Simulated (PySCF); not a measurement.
## Computed properties of FH2NTe, SMILES N[Te]F

FH₂NTe, SMILES N[Te]F. Geometry optimised at r2SCAN-D4/def2-TZVP. The def2 effective core potentials stand for the cores of Te; spin–orbit coupling is left out. Other conformers were not sampled. All values are computed for the isolated molecule unless a solvent is named; none is compared with measurement here.

**Structure.** The optimised structure has Cs symmetry. All 9 harmonic modes at r2SCAN-D4/def2-TZVP (PySCF) are real, so it is a minimum. With heavy atoms numbered as in [Te:1]([F:2])[NH2:3], the shortest bond between them is Te1–F2 at 1.938 Å and the longest Te1–N3 at 1.965 Å.

**Vibrations.** The strongest infrared lines (harmonic, unscaled, degenerate partners summed) lie at 450 cm⁻¹ (202 km/mol, H 60 %, N 38 %), 573 cm⁻¹ (70 km/mol, F 86 %, Te 13 %), 3644 cm⁻¹ (46 km/mol, H 91 %, N 9 %). The softest mode is at 202 cm⁻¹ and the zero-point energy is 17.2 kcal/mol.

**Electronic structure.** r2SCAN/def2-TZVPD (PySCF) places the frontier levels at -5.40 and -2.39 eV, a gap of 3.01 eV, and gives a dipole moment of 2.14 D and a mean polarisability of 50.4 bohr³.

**Excitations.** TDA-B3LYP/def2-SVPD (PySCF) has S1 at 3.03 eV (409 nm, f = 0.000, dark); the most intense of the 10 singlets computed lies at 5.43 eV (f = 0.11). T1 (TDA) is at 2.26 eV, 0.77 eV under S1.
